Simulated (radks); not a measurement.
Problem. All-electron atom: Hg45+ in [Ar] 3d10 4s2 4p5. All-electron calculation, Dirac Kohn-Sham, BLYP, spin-unpolarised, spherical densities, finite nucleus; open shells fill j = l - 1/2 first; Fermi nuclear charge, rms radius 5.4648 fm. Program: a radial shooting solver on a logarithmic mesh with Libxc functionals. Some entries of the table are withheld. Estimate them.

orbital  occ.  eigenvalue (eV)  <1/r> (bohr^-1)
1s1/2       2        -85244.90            97.50
2s1/2       2              (1)            24.04
2p1/2       2              (2)            24.00
2p3/2       4              (3)            19.43
3s1/2       2        -5634.693            8.955
3p1/2       2        -5375.919            8.868
3p3/2       4        -4929.195            7.681
3d3/2       4              (4)            7.566
3d5/2       6              (5)            7.297
4s1/2       2        -2646.284            4.288
4p1/2       2        -2533.733            4.216
4p3/2       3        -2388.074            3.813

Solution. 
(1) 2s1/2 eigenvalue (eV): -16934.19
(2) 2p1/2 eigenvalue (eV): -16348.01
(3) 2p3/2 eigenvalue (eV): -14396.84
(4) 3d3/2 eigenvalue (eV): -4509.354
(5) 3d5/2 eigenvalue (eV): -4412.537
